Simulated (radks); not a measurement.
Isoelectronic series with 24 electrons, all held in the configuration [Ar] 3d5 4s1, which need not be the ground one along the series. Calculated with a radial shooting solver on a logarithmic mesh with Libxc functionals: Dirac Kohn-Sham, PBE, spin-unpolarised, spherical densities, finite nucleus; open shells are shared between the two j in proportion to 2j + 1; Fermi nuclear charge, rms radius of each element as measured or else 0.836 A^(1/3) + 0.57 fm. Total energies (hartree) and orbital eigenvalues (eV):

| ion | E (hartree) | 3d5/2 | 3d3/2 | 4s1/2 |
|---|---|---|---|---|
| Cr | -1050.54043 | -2.8831 | -2.9604 | -4.0069 |
| Mn+ | -1158.00299 | -14.8600 | -14.9802 | -11.8769 |
| Fe2+ | -1271.28217 | -31.7749 | -31.9491 | -22.3658 |
| Co3+ | -1390.34878 | -52.7492 | -52.9899 | -35.0853 |
| Ni4+ | -1515.19609 | -77.3854 | -77.7070 | -49.8615 |
| Cu5+ | -1645.82698 | -105.4767 | -105.8957 | -66.6019 |
| Zn6+ | -1782.25132 | -136.9025 | -137.4372 | -85.2524 |
| Ga7+ | -1924.48183 | -171.5858 | -172.2569 | -105.7793 |
| Ge8+ | -2072.53432 | -209.4745 | -210.3046 | -128.1603 |

3d5/2 drops below 4s1/2 between Cr and Mn+. 3d3/2 drops below 4s1/2 between Cr and Mn+.
